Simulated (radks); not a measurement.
The numbers below are computed, except where a source is named.
Species: Cd. Configuration: [Ar] 3d10 4s2 4p5.5 4d10 5s2 6s0.5 (fractional occupations, a model configuration). Code: a radial shooting solver on a logarithmic mesh with Libxc functionals. Model: scalar-relativistic Kohn-Sham, exchange-only r2SCAN, spin-polarised, spherical densities, finite nucleus; open shells are filled with parallel spins first (spin-orbit coupling, left out, can overturn this in heavy ions); meta-GGA in the generalised Kohn-Sham scheme; Fermi nuclear charge, rms radius 4.6087 fm.

Unscreened Slater integrals over Kohn-Sham orbitals (cm^-1). They are taken over the spin-up orbitals.

| integral | value |
|---|---|
| F0(6s,6s) | 19308 |
| F0(6s,5s) | 24220 |
| G0(6s,5s) | 642.66 |
| F0(6s,4d) | 24796 |
| G2(6s,4d) | 387.96 |
| F0(6s,4p) | 24891 |
| G1(6s,4p) | 184.11 |
| F0(5s,5s) | 72576 |
| F0(5s,4d) | 90035 |
| G2(5s,4d) | 12814 |
| F0(5s,4p) | 92610 |
| G1(5s,4p) | 5074.9 |
| F0(4d,4d) | 160830 |
| F2(4d,4d) | 79735 |
| F4(4d,4d) | 52078 |
| F0(4d,4p) | 179770 |
| F2(4d,4p) | 88849 |
| G1(4d,4p) | 112050 |
| G3(4d,4p) | 68578 |
| F0(4p,4p) | 206350 |
| F2(4p,4p) | 108420 |

Derived for the open shells (J is the average intra-shell exchange parameter used in DFT+U). 4p: J = F2/5 = 21680 cm^-1.
